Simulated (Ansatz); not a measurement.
## Relative stability

The two ends of one reaction step of SiH5SOF, closed shell (PBE0-D4/def2-TZVP).

A:

Si1  (-0.948, -0.406, 0.363)
F2  (1.342, 1.235, -1.498)
H3  (-1.733, -0.931, -0.780)
H4  (-1.526, -0.800, 1.663)
O5  (-0.799, 1.215, 0.386)
H6  (1.447, 0.376, -1.119)
S7  (0.963, -1.385, 0.076)
H8  (-0.249, 1.607, -0.305)
H9  (1.503, -0.911, 1.213)
(Å)

B:

```
9
angstrom
Si -0.7453 0.5607 0.0836
F 0.6551 1.0946 -0.4827
H -1.2687 -0.3869 -0.9249
H -0.5221 -0.0175 1.4193
O -1.7665 1.8148 0.3055
H 2.0905 -1.0994 -0.7256
S 1.5961 -2.2368 -0.2130
H -2.1448 2.2451 -0.4622
H 2.1059 -1.9746 0.9999
```

Computed with Ansatz 0.2.0 (basis: def2-TZVPP); correlated methods freeze the cores. B3LYP uses VWN-RPA correlation.

Problem. Which structure is lower at CCSD(T), and by how much? (Judge from chemistry; the value comes from the calculation.)

Solution. The calculation gives: B, by 64.1 kJ/mol (electronic energy, against the other). By their contacts, A is a complex of SiH₄SO ([OH][SiH2][SH]) + HF and B is a complex of SiH₃OF ([OH][SiH2][F]) + H₂S.

All methods give the same order:

```
      method  E(B) − E(A) (kJ/mol)
       SPW92                 -29.1
      PBE-D4                 -39.4
     BLYP-D4                 -55.6
   r2SCAN-D4                 -54.2
      B97M-V                 -63.7
     PBE0-D4                 -46.1
    B3LYP-D4                 -60.3
  r2SCAN0-D4                 -56.5
    BHLYP-D4                 -69.1
CAM-B3LYP-D4                 -65.9
     wB97X-V                 -61.2
     wB97M-V                 -60.9
      B2PLYP                 -64.9
    PBE-QIDH                 -54.6
  RPA on PBE                 -70.4
          HF                 -94.2
         MP2                 -59.5
        CCSD                 -70.0
     CCSD(T)                 -64.1
```

The T1 diagnostic stays at or below 0.011.

Labels in which every atom is bracketed show which atoms are joined, not bond orders.

For scale, one of the runs: CCSD(T)/def2-TZVPP, 216 basis functions, launched by `ansatz run in.yaml --threads 4 --pin off --events-out ev --progress --plain --max-ram 9574MiB`. The run took 94 s on 4 CPU threads of an Intel Xeon (shared host), with 3.1 GiB of host memory at its peak.
